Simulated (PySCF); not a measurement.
ZnF, SMILES [F][Zn+], charge +1.

Geometry optimised at B3LYP-D3(BJ)/def2-TZVPD. The spin state was assumed, not searched.

Computed with PBE/def2-TZVPD run with PySCF.

Isolated molecule, no solvent.

Task: Estimate the frontier levels, gap, dipole moment and polarisability. (Estimate from the structure and the level; the computed values follow.)

Result: 
- highest occupied level: -15.39 eV
- lowest empty level: -12.98 eV
- orbital gap: 2.40 eV
- dipole moment about the centre of nuclear charge: 5.29 D
- mean static polarisability: 15.8 bohr³ (2.35 Å³)
- polarisability, principal values: 12.5, 12.5, 22.6 bohr³
